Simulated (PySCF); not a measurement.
**Worked example: chemical shift, span and skew from a shielding tensor**

GeH6Si, SMILES [SiH3][GeH3]. Atoms are numbered in the order given.

```xyz
8

Si     0.0000     0.0000     1.6020
Ge     0.0000     0.0000    -0.7756
H      1.2090     0.6980     2.1132
H     -1.2090     0.6980     2.1132
H      0.0000    -1.3961     2.1132
H      1.2467    -0.7198    -1.3163
H     -1.2467    -0.7198    -1.3163
H      0.0000     1.4396    -1.3163
```

Coordinates come from a PBE0-D3(BJ)/def2-TZVP optimisation.

GIAO shieldings from KT2/pcSseg-2 run with PySCF, non-relativistic, no solvent. The symmetric part of the tensor of Si1 has the principal values 453.9, 453.9, 468.7 ppm. The same nucleus in TMS has σ = 351.7 ppm at this level (PySCF, at its B3LYP-D3(BJ)/def2-TZVP geometry).

### Question
Work out the isotropic shielding, the ²⁹Si shift against TMS, the span and the skew.

### Answer

σ(iso) = (σ11 + σ22 + σ33)/3 = 458.8 ppm. δ = σ(ref) − σ(iso) = 351.7 − (458.8) = -107.1 ppm.
Span Ω = σ33 − σ11 = 14.8 ppm. Skew κ = 3(σ(iso) − σ22)/Ω = 1.00, an axial tensor. Tumbling in solution averages the tensor to δ; in a static solid the shielding alone would spread this spin-1/2 line over Ω.
